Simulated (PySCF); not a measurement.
C₄H₇FO, SMILES CCO/C=C\F. The structure is a stationary point at PBE-D3(BJ)/def2-SVP. The structure was generated by enumeration; whether it is a known compound was not checked. Other conformers were not sampled.

Q: Give the equilibrium geometry at PBE-D3(BJ)/def2-SVP (PySCF confirms it by a frequency run) as Cartesian coordinates in Å, and its point group. (Estimate from the structure and the level; the computed values follow.)

A: This is not unique; one that fits is point group Cs.
```xyz
13

C      0.2823     2.5512     0.0000
C      0.4082     1.0410     0.0000
O     -0.9190     0.4926     0.0000
C     -1.0692    -0.8497     0.0000
C     -0.1703    -1.8582     0.0000
F      1.1775    -1.7088     0.0000
H      1.2866     3.0190     0.0000
H     -0.2661     2.9005    -0.8973
H     -0.2661     2.9005     0.8973
H      0.9605     0.6794    -0.8951
H      0.9605     0.6794     0.8951
H     -2.1328    -1.1370     0.0000
H     -0.4948    -2.9096     0.0000
```
